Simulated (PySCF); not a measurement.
Identify the unknown among the candidates.

All candidates are Si5H12.

* Rotational structure: rotational constants A, B, C: 1.845, 0.782, 0.589 GHz [PBE0-D3(BJ)/def2-TZVP]
* 1H NMR: chemical shifts (computed TMS as zero) by class: 3.84 (6 H), 3.79 (3 H), 3.70 (2 H), 3.33 (1 H) ppm [GIAO B97-2/pcSseg-2]
* NMR, other nuclei: isotropic shieldings of nuclei other than C and H, by class: 449 (2 Si), 453 (1 Si), 460 (1 Si), 481 (1 Si) ppm [GIAO B97-2/pcSseg-2]
* Dipole: 0.13 D [B97-2/pcSseg-2]

The electronic properties come from PySCF, for the isolated species, density fitting. Levels stand in brackets. Isolated species at its PBE0-D3(BJ)/def2-TZVP geometry (one conformer only). NMR values are class means; diastereotopic atoms form classes of their own.

**Question.** Which candidate is it?
A. `[SiH3][Si]([SiH3])([SiH3])[SiH3]`
B. `[SiH3][SiH2][SiH]([SiH3])[SiH3]`
C. `[SiH3][SiH2][SiH2][SiH2][SiH3]`

**Answer.** B. It is `[SiH3][SiH2][SiH]([SiH3])[SiH3]`. Numbering: `[SiH3:1][SiH2:2][SiH:3]([SiH3:4])[SiH3:5]`. Its formula, Si5H12, gives 0 degrees of unsaturation, so no ring and no π bond. Hydrogen classes from least to most shielded: 6 H on 2 SiH3 silicons, Si4/Si5 (3.84 ppm), 3 H on an SiH3 silicon, Si1 (3.79 ppm), 2 H on an SiH2 silicon, Si2 (3.70 ppm), 1 H on an SiH silicon, Si3 (3.33 ppm). The other shieldings belong to: 449 ppm, SiH3 silicon [Si4/Si5]; 453 ppm, SiH3 silicon [Si1]; 460 ppm, SiH2 silicon [Si2]; 481 ppm, SiH silicon [Si3]. The optimised geometry has point group C1 and is an asymmetric top.

The others, at the same levels:
- `[SiH3][SiH2][SiH2][SiH2][SiH3]` fails: its computed 1H shifts are 3.78 (6 H), 3.63 (4 H), 3.59 (2 H) ppm, rotational constant A is 5.236 GHz (against 1.845 GHz) and smallest rotational constant is 0.405 GHz (against 0.589 GHz).
- `[SiH3][Si]([SiH3])([SiH3])[SiH3]` fails: its computed 1H shifts are 3.88 (12 H) ppm, rotational constant A is 1.042 GHz (against 1.845 GHz) and smallest rotational constant is 1.028 GHz (against 0.589 GHz).

Each candidate is one conformer, not necessarily the lowest. Dipoles, sizes and rotational constants follow the conformer. The torsions of the flexible species, by atom-mapped SMILES:
- `[SiH3:1][SiH2:2][SiH:3]([SiH3:4])[SiH3:5]`: Si1–Si2–Si3–Si4 177°
- `[SiH3:1][SiH2:2][SiH2:3][SiH2:4][SiH3:5]`: Si1–Si2–Si3–Si4 -178°, Si2–Si3–Si4–Si5 180°
